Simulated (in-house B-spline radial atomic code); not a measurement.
Ionisation energies along the 45-electron series, configuration [Kr] 4d9, as differences of self-consistent energies. Dirac energy differences include first-order Breit, QED and recoil terms. NIST's values go from ground level to ground level; the uncertainty of those that are theory runs from under 0.1 % in few-electron ions to several per cent in heavy many-electron ones. Computed with a B-spline radial code for spherical atoms: Dirac-Hartree-Fock, average of the configuration, finite nuclei.

| ion | configuration after | ionisation energy (eV) | IE/(q+1)² (eV) | Breit and QED recoil part (eV) | tabulated value (eV) | tabulated kind | computed minus tabulated (eV) |
| --- | --- | --- | --- | --- | --- | --- | --- |
| Nd15+ | [Kr] 4d8 | 423.5 | 1.6543 | -0.099851 | 420 | tabulated theory | 3.5 |
| Pm16+ | [Kr] 4d8 | 466.4 | 1.6137 | -0.11937 | 462 | tabulated theory | 4.4 |
| Sm17+ | [Kr] 4d8 | 511.0 | 1.5772 | -0.14072 | 506 | tabulated theory | 5.0 |
| Eu18+ | [Kr] 4d8 | 557.4 | 1.5442 | -0.16398 | 553 | tabulated theory | 4.4 |
| Gd19+ | [Kr] 4d8 | 605.6 | 1.5141 | -0.18919 | 601 | tabulated theory | 4.6 |
| Tb20+ | [Kr] 4d8 | 655.6 | 1.4866 | -0.21642 | 651 | tabulated theory | 4.6 |
| Dy21+ | [Kr] 4d8 | 707.3 | 1.4615 | -0.24573 | 702 | tabulated theory | 5.3 |
| Ho22+ | [Kr] 4d8 | 760.8 | 1.4383 | -0.2772 | 755 | tabulated theory | 5.8 |
| Er23+ | [Kr] 4d8 | 816.1 | 1.4169 | -0.31089 | 810 | tabulated theory | 6.1 |
| Tm24+ | [Kr] 4d8 | 873.1 | 1.397 | -0.34683 | 866 | tabulated theory | 7.1 |
| Yb25+ | [Kr] 4d8 | 931.9 | 1.3786 | -0.38512 | 924 | tabulated theory | 7.9 |
| Lu26+ | [Kr] 4d8 | 992.5 | 1.3614 | -0.42583 | 985 | tabulated theory | 7.5 |
| Hf27+ | [Kr] 4d8 | 1054.8 | 1.3454 | -0.46898 | 1047 | tabulated theory | 7.8 |
| Ta28+ | [Kr] 4d8 | 1118.8 | 1.3304 | -0.5147 | 1110 | tabulated theory | 8.8 |
| W29+ | [Kr] 4d8 | 1184.7 | 1.3163 | -0.563 | 1180 | semi-empirical | 4.7 |
| Re30+ | [Kr] 4d8 | 1252.2 | 1.3031 | -0.61398 | 1242 | tabulated theory | 10.2 |
| Os31+ | [Kr] 4d8 | 1321.6 | 1.2906 | -0.66769 | 1311 | tabulated theory | 10.6 |

Where a p, d or f electron is removed, the computed value is a mean over both j, so it misses the tabulated one by a part of the spin-orbit splitting; averaging over terms and missing correlation add to the gap, relatively most at low charge.
